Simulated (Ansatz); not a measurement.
Pulling on the Ga1–Cl2 bond in GaCl (multiplicity 1 held). Energies count from the point at 2.239 Å.


Restricted levels (R-, RO-) in cc, def2 and unpolarised 6-31G sets keep to the state of the molecule at rest. Active spaces are followed from rest. Curves can end on different states.

Correlated levels freeze the cores. Filled d and f shells under p-block atoms count as core.

Run with Ansatz (a quantum-chemistry and plane-wave program) with Gaussian orbitals. Values without a source in brackets are computed.

R-PBE/def2-TZVPP gives 4.176 eV for the energy at R = 8.956 Å.

Task: Where do these levels fall relative to PBE: R-r2SCAN/def2-TZVPP, R-wB97X-V/def2-TZVPP, R-MP2/def2-TZVPP, SC-NEVPT2 on CASSCF(10,8)/def2-TZVPP, FIC-MRCISD+Q on CASSCF(10,8)/def2-TZVPP.

Result: R-r2SCAN/def2-TZVPP 0.355; R-wB97X-V/def2-TZVPP 1.499; R-MP2/def2-TZVPP 1.642; SC-NEVPT2 on CASSCF(10,8)/def2-TZVPP 0.636; FIC-MRCISD+Q on CASSCF(10,8)/def2-TZVPP 0.517 eV. 5 of 5 lie above PBE; the widest gap is to R-MP2/def2-TZVPP.

Doubts at one or more of the structures used: a restricted determinant that unrestricted orbitals would lower (R-PBE/def2-TZVPP, R-r2SCAN/def2-TZVPP, R-wB97X-V/def2-TZVPP, R-MP2/def2-TZVPP); the program's own flag: passed over end (SC-NEVPT2 on CASSCF(10,8)/def2-TZVPP).
